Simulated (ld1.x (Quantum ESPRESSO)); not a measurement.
## N: one change to an RRKJ potential, before and after

* Element: N (Z = 7)
* Generator: ld1.x (Quantum ESPRESSO) 7.5
* Type: norm-conserving RRKJ (Kleinman–Bylander form)
* Functional: PBE
* Relativity: scalar-relativistic
* Frozen core: [He]
* Valence charge: 5
* Reference configuration: 2s2 2p2.5 (charge +0.5)
* Partial waves: 2s (bound): rc 0.75 bohr; 2p (bound): rc 1.10 bohr; 3d channel at 0.3 Ry: rc 1.15 bohr
* Local potential: all-electron potential smoothed inside 0.70 bohr (lloc = -1)
* Core correction: Bessel-smoothed model core inside 0.55 bohr

All-electron outer shells of the reference configuration (PBE, scalar-relativistic, ld1.x):

```csv
shell,level (eV),outermost node (bohr),outermost maximum (bohr)
2s,-25.12,0.32,1.00
2p,-13.44,–,0.94
```

Change: functional LDA (PZ).

Cutoffs: the cutoffs (Ry, on a coarse ladder) from which the occupation-weighted sum of valence levels, in a spherical-Bessel basis at the reference potential, stays within 10 and 1 mRy of its value at 400 Ry; they do not see the model core or the augmentation charge, which bear on the density cutoff. Errors are all-electron minus pseudo energies relative to the spin-unpolarised reference configuration.

Predict the effect on cutoff, ghosts and configuration errors.

The potential gets neither clearly harder nor softer (90 Ry and 160 Ry → 90 Ry and 160 Ry); the number of tests with a reliable result goes from 7 to 9; of the 7 tests that both files solve, the error grows in 0 and shrinks in 6 by more than 15 % and 0.3 meV (median size 40.9 → 29.8 meV); neither file shows a bound ghost.

```csv
quantity,base,changed
"cutoff, loose",90 Ry,90 Ry
"cutoff, tight",160 Ry,160 Ry
bound ghosts,none,none
"error for 2s2 2p3, meV [ΔE -5.09 → -5.17 eV]",+1.0,+0.7
"error for 2s2 2p2, meV [ΔE 8.50 → 8.57 eV]",+1.8,+1.2
"error for 2s2 2p1, meV [ΔE 37.35 → 37.53 eV]",+44,+30
"error for 2s0 2p5, meV [ΔE 17.95 → 17.29 eV]",+41,+37
"error for 2s2 2p3.3, meV [ΔE -6.71 → -6.83 eV]",+1.6,+1.1
"error for 2s2 2p0, meV [ΔE 84.43 → 84.70 eV]",+254,+170
"error for 2s1 2p0, meV [ΔE 162.25 → 162.17 eV]",+489,+360
s: phases at 1.25 bohr within 0.05 rad from the reference energy up to (Ry; the scan ends near 5),to the end of the scan,to the end of the scan
p: phases at 1.25 bohr within 0.05 rad from the reference energy up to (Ry; the scan ends near 5),to the end of the scan,to the end of the scan
d: phases at 1.25 bohr within 0.05 rad from the reference energy up to (Ry; the scan ends near 5),to the end of the scan,to the end of the scan
```
